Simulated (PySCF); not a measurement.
# How the method changes the shape and vibrations of BClFH2Si cation

These are calculations, not measurements. The program is PySCF 2.14.0, an open-source quantum chemistry code, run on an isolated molecule that a program drew, which may never have been made. The molecule is BClFH2Si cation (charge +1, singlet), drawn as the SMILES string `B[Si+](F)Cl`.

The geometry was optimised and harmonic frequencies were computed with HF and MP2, all in the cc-pV(D+d)Z basis, for the commonest isotopes, with a restricted reference for singlets and an unrestricted one otherwise, and a frozen core in MP2. Each result is a local minimum of its method.

Geometry at the HF minimum:
```xyz
6
BClFH2Si cation, angstrom
B    -0.1291    1.0513    0.2386
Si    0.8145   -0.5313    1.1257
F     1.6734   -0.2624    2.4002
Cl    0.7694   -2.3962    0.5529
H     0.4771    1.6288   -0.6021
H    -1.2265    1.2965    0.6168
```

Lengths of the bonds as drawn, in Å (atoms numbered as above):
```
   bond     HF    MP2
 B1-Si2  2.045  2.035
 Si2-F3  1.560  1.584
Si2-Cl4  1.952  1.959
  B1-H5  1.186  1.196
  B1-H6  1.186  1.196
```

Rotational constants, in GHz:
```
constant     HF    MP2
       A  6.563  6.396
       B  3.371  3.371
       C  2.272  2.253
```

Harmonic frequencies in cm^-1, each column in rising order, so a row needn't be the same motion in every method:
| rank | HF | MP2 |
|---|---|---|
| 1 | 139 | 143 |
| 2 | 155 | 149 |
| 3 | 223 | 209 |
| 4 | 266 | 250 |
| 5 | 514 | 516 |
| 6 | 701 | 663 |
| 7 | 759 | 749 |
| 8 | 937 | 902 |
| 9 | 1032 | 991 |
| 10 | 1198 | ? |
| 11 | 2761 | 2690 |
| 12 | 2903 | 2832 |

**Estimate the missing MP2 frequency from the HF column.**

A single factor s that minimises the squared misfit of MP2 against s times HF over the other rows is sum(HF x MP2) / sum(HF^2) = 0.9734, with an rms misfit of 11 cm^-1. For rank 10 it gives 0.9734 x 1198 = 1166 cm^-1. The calculation gives 1138 cm^-1, 28 cm^-1 below the estimate. The drawn bonds are on average 0.6 % longer in MP2 than in HF.
